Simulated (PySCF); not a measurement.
Core-level binding energies of SiBr2

Compound: SiBr₂.
Bonds: Si1–Br2, Si1–Br3.

The calculation used PySCF, delta-SCF UKS SCAN, pcX-2 on the ionised atom, pcseg-1 elsewhere, spin-free X2C. Each binding energy is the total energy of the core-ionised species, with the hole localised on one atom, minus that of the ground state; both are solved self-consistently, so orbital relaxation is included.

Problem. List the computed XPS lines with their assignment.

Solution. 
| atom(s) | bonded to | level | binding energy (eV) | 2p1/2 (eV) | count |
| --- | --- | --- | --- | --- | --- |
| Si1 | 2 Br | Si 2p3/2 | 108.87 | 109.50 | 1 |
| Si1 | 2 Br | Si 1s | 1848.94 | – | 1 |

Problem. Give the binding energy of Si 2p3/2 of Si1 in hartree and in kJ/mol.

Solution. 108.87 eV = 4.0009 Eh = 10504 kJ/mol.

2p3/2 and 2p1/2 are the ΔSCF energy of one spin-free 2p hole plus the eigenvalues of a spin–orbit and ligand-field matrix of the shell. 2p1/2 minus 2p3/2 (ligand field included): Si 0.63 eV. No level of bromine is listed. Isolated species at its PBE0-D3(BJ)/def2-SVP geometry, gas phase.
